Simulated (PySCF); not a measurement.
**input.py for CdCl⁺**

File input.py (PySCF 2.14):

```python
from pyscf import gto, dft

mol = gto.M(
    atom='Cd 0 0 0; Cl 0 0 2.297',
    basis='sbkjc',
    ecp={'Cd': 'sbkjc', 'Cl': 'sbkjc'},
    charge=1,
    spin=0,
    cart=True,
    verbose=4,
)
mf = dft.RKS(mol, xc='m06')
mf.kernel()
mf.dip_moment()
print('orbital energies (hartree):', mf.mo_energy[..., max(0, mol.nelec[1]-3):mol.nelec[0]+3].round(4))
```

```bash
$ python input.py
```

It prints:

```
PySCF version 2.14.0

[INPUT] verbose = 4
[INPUT] num. atoms = 2
[INPUT] num. electrons = 26
[INPUT] charge = 1
[INPUT] spin (= nelec alpha-beta = 2S) = 0
[INPUT] symmetry False subgroup None
[INPUT] Mole.unit = angstrom
[INPUT] Cartesian GTO integrals (6d 10f)
[INPUT] Symbol           X                Y                Z      unit          X                Y                Z       unit  Magmom
[INPUT]  1 Cd     0.000000000000   0.000000000000   0.000000000000 AA    0.000000000000   0.000000000000   0.000000000000 Bohr   0.0
[INPUT]  2 Cl     0.000000000000   0.000000000000   2.297000000000 AA    0.000000000000   0.000000000000   4.340700908126 Bohr   0.0

nuclear repulsion = 32.2528556938616
number of shells = 15
number of NR pGTOs = 78
number of NR cGTOs = 42
basis = sbkjc
ecp = {'Cd': 'sbkjc', 'Cl': 'sbkjc'}

******** <class 'pyscf.dft.rks.RKS'> ********
method = RKS
initial guess = minao
damping factor = 0
level_shift factor = 0
DIIS = <class 'pyscf.scf.diis.CDIIS'>
diis_start_cycle = 1
diis_space = 8
diis_damp = 0
SCF conv_tol = 1e-09
SCF conv_tol_grad = None
SCF max_cycles = 50
direct_scf = True
direct_scf_tol = 1e-13
XC library pyscf.dft.libxc version 7.0.0
    S. Lehtola, C. Steigemann, M. J.T. Oliveira, and M. A.L. Marques.,  SoftwareX 7, 1–5 (2018)
XC functionals = m06
    Y. Zhao and D. G. Truhlar.,  Theor. Chem. Acc. 120, 215 (2008)
    Y. Zhao and D. G. Truhlar.,  Theor. Chem. Acc. 120, 215 (2008)
radial grids:
    Treutler-Ahlrichs [JCP 102, 346 (1995); DOI:10.1063/1.469408] (M4) radial grids

becke partition: Becke, JCP 88, 2547 (1988); DOI:10.1063/1.454033
pruning grids: <function nwchem_prune>
grids dens level: 3
symmetrized grids: False
atomic radii adjust function: <function treutler_atomic_radii_adjust>
small_rho_cutoff = 0
Set gradient conv threshold to 3.16228e-05
Initial guess from minao.
tot grids = 41272
init E= -152.644437478396
  HOMO = 0.337921623623979  LUMO = 0.407160790665697  gap/eV = 1.88409
cycle= 1 E= -148.022236356427  delta_E= 4.62  |g|= 10.5  |ddm|= 68.3
  HOMO = -3.009273980149  LUMO = -2.30416937510287  gap/eV = 19.18687
cycle= 2 E= -145.570260648119  delta_E= 2.45  |g|= 12.1  |ddm|= 53.8
  HOMO = -1.57225883559283  LUMO = -1.20099617791694  gap/eV = 10.10257
cycle= 3 E= -179.710337906169  delta_E= -34.1  |g|= 3.44  |ddm|= 45.9
  HOMO = -0.620536263633543  LUMO = -0.455353642660408  gap/eV = 4.49485
cycle= 4 E= -171.314629542894  delta_E=  8.4  |g|= 4.12  |ddm|= 6.81
  HOMO = -0.696757862774913  LUMO = -0.575815517570967  gap/eV = 3.29101
cycle= 5 E= -181.258368434985  delta_E= -9.94  |g|= 1.32  |ddm|= 5.99
  HOMO = -0.516581913027811  LUMO = -0.413053010796473  gap/eV = 2.81716
cycle= 6 E= -181.502681277069  delta_E= -0.244  |g|= 0.155  |ddm|= 1.07
  HOMO = -0.502032321592925  LUMO = -0.388238454344819  gap/eV = 3.09649
cycle= 7 E= -181.506284054787  delta_E= -0.0036  |g|= 0.0625  |ddm|= 0.614
  HOMO = -0.52086479966182  LUMO = -0.400945002739679  gap/eV = 3.26318
cycle= 8 E= -181.507153602293  delta_E= -0.00087  |g|= 0.00989  |ddm|= 0.132
  HOMO = -0.518423020465336  LUMO = -0.400287860843486  gap/eV = 3.21462
cycle= 9 E= -181.50719219209  delta_E= -3.86e-05  |g|= 0.00156  |ddm|= 0.0549
  HOMO = -0.518571036871564  LUMO = -0.400230487433321  gap/eV = 3.22021
cycle= 10 E= -181.507192615223  delta_E= -4.23e-07  |g|= 0.00027  |ddm|= 0.00511
  HOMO = -0.518548011047712  LUMO = -0.400262277988374  gap/eV = 3.21872
cycle= 11 E= -181.507192648746  delta_E= -3.35e-08  |g|= 8.6e-05  |ddm|= 0.000997
  HOMO = -0.518565171882953  LUMO = -0.400258435813546  gap/eV = 3.21929
cycle= 12 E= -181.507192651819  delta_E= -3.07e-09  |g|= 6.38e-06  |ddm|= 0.000217
  HOMO = -0.518563447729983  LUMO = -0.400258207245729  gap/eV = 3.21925
cycle= 13 E= -181.50719265183  delta_E= -1.11e-11  |g|= 7.95e-07  |ddm|= 5.06e-05
  HOMO = -0.518563305311363  LUMO = -0.400258288647331  gap/eV = 3.21924
Extra cycle  E= -181.50719265183  delta_E= -3.41e-13  |g|= 1.22e-06  |ddm|= 6.02e-06
converged SCF energy = -181.50719265183

WARN: System has nonzero charge 1; the dipole moment is origin-dependent.
Location of origin: [0. 0. 0.]

Dipole moment(X, Y, Z, Debye):  0.00000, -0.00000, -2.84173
orbital energies (hartree): [-0.5876 -0.5186 -0.5186 -0.4003 -0.2431 -0.2431]
```

In short: E(SCF) = -181.507193 Eh, 13 cycles.

Wall time 3 s on one thread of a shared host.

Stability towards an unrestricted solution was not tested. The bond length is a typed value, not an optimised one. The dipole of an ion depends on the origin.
